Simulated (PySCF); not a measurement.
A geometry optimisation on `C(C)O[BH][GeH3]`.

Method: PBE0-D3(BJ)/def2-SVP geometry optimisation, gas phase (PySCF 2.14.0). Start geometry: GFN2-xTB. The input is one job of a driver script: a line of settings, then coordinates in Å.

Input:
```
{"job": {"xc": "PBE0", "basis": "def2-SVP", "d3": "d3bj", "grid": 1, "maxiter": 30, "shake": 0.01, "kind": "geom"}, "charge": 0, "multiplicity": 1}
C     -2.247300    -0.226290    -0.570890
C     -1.334180    -0.283720     0.619320
O     -0.009220    -0.383070     0.172720
B      0.932830     0.596690     0.188400
Ge     2.686890     0.048650    -0.573460
H     -2.063840     0.702790    -1.154280
H     -3.290000    -0.176610    -0.235570
H     -2.110040    -1.061250    -1.221680
H     -1.541840    -1.171530     1.231710
H     -1.450740     0.604110     1.267810
H      0.635220     1.663830     0.627870
H      3.187700     0.848130    -1.732090
H      2.751780    -1.346200    -1.056250
H      3.845580     0.169400     0.373870
```

**Question.** Give the output.

**Answer.** 
```
step   0  E = -2257.84827088  max force = 0.031924
step   1  E = -2257.85646463  max force = 0.006178
step   2  E = -2257.85706276  max force = 0.002221
step   3  E = -2257.85711884  max force = 0.000940
step   4  E = -2257.85716906  max force = 0.000257
step   5  E = -2257.85717828  max force = 0.000365
optimisation converged
```

Energies in Eh; «max force» is the largest Cartesian gradient component in Eh/bohr.

**Question.** Give the first gradient maximum in eV/Å.

**Answer.** With 1 Eh/bohr = 51.422 eV/Å, 1.642 eV/Å.

In short: final energy -2257.85718 Eh after 5 steps; dipole 2.82 D.

Time: 34 s wall; peak memory 0.55 GiB. Hardware: one thread of an Arm Neoverse V2, shared host with 96 logical CPUs at a one-minute load of 12.
Labels such as C1 count atoms from 1, the log's own numbers from 0.
